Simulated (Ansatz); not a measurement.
Frontier orbitals of CH$_{6}$BFSSi (`C[SiH2]B(F)S`).

```
atom    x (Å)    y (Å)    z (Å)
  C1   0.3864   0.8510   1.1905
 Si2  -0.7647   0.5503  -0.2603
  B3  -0.2659  -1.1129  -1.3132
  F4  -0.9813  -1.4716  -2.3754
  S5   1.1231  -2.1934  -0.9168
  H6   0.3622   0.0135   1.8923
  H7   0.0924   1.7500   1.7363
  H8   1.4168   0.9891   0.8533
  H9  -0.7378   1.7210  -1.1840
 H10  -2.1674   0.4010   0.2238
 H11   1.5361  -1.4980   0.1537
```

The species carries charge 0 and has multiplicity 1. The structure was optimised at the PBE0-D4/def2-TZVP level. It is one conformer, not always the lowest. Basis def2-TZVPP, Ansatz.

Orbital energies of one run (eV). Highest occupied ones, from the top: -6.67, -7.04, -7.98, -8.12, -9.30, -9.97, -10.23, -10.34, -11.03, -11.50, -12.71, -13.65, -17.51, -18.78. Empty: -2.02, -0.57, -0.28, 0.70, 1.01, 1.46.

Problem. Which functional gave them?
A. revPBE
B. BHLYP
C. CAM-B3LYP
D. r2SCANh

Solution. A. HOMO energies: revPBE -6.67, r2SCANh -7.47, CAM-B3LYP -9.35, BHLYP -9.19 eV.
